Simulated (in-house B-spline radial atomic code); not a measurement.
Configurations of P5+, with energies counted from [He] 2s2 2p6. Method: scalar-relativistic (X2C) LC-wPBE, spin-polarised, spherical fractional occupations, exact exchange averaged over the configuration, Fermi nucleus of rms radius 3.1889 fm. Calculated with an all-electron radial atomic-structure program (B-spline basis). Shells without spins written out take the highest spin.

Occupations are held fixed; configurations that lie above the ionisation limit could autoionise.

| configuration | E - E(ref) (eV) | highest orbital | its <r> (bohr) |
| --- | --- | --- | --- |
| [He] 2s2 2p5 3s1 | 135.01 | 3s up | 1.455 |
| [He] 2s1 2p6 3s1 | 183.01 | 3s up | 1.457 |
| [He] 2s1 2p6 3p1 | 194.8 | 3p up | 1.53 |

Problem. Order these further configurations by energy, lowest first.
A. [He] 2s2 2p5 3p1
B. [He] 2s1 2p6 3d1
C. [He] 2s2 2p5 3d1

Solution. A (146.71 eV), C (162.57 eV), B (210.41 eV).
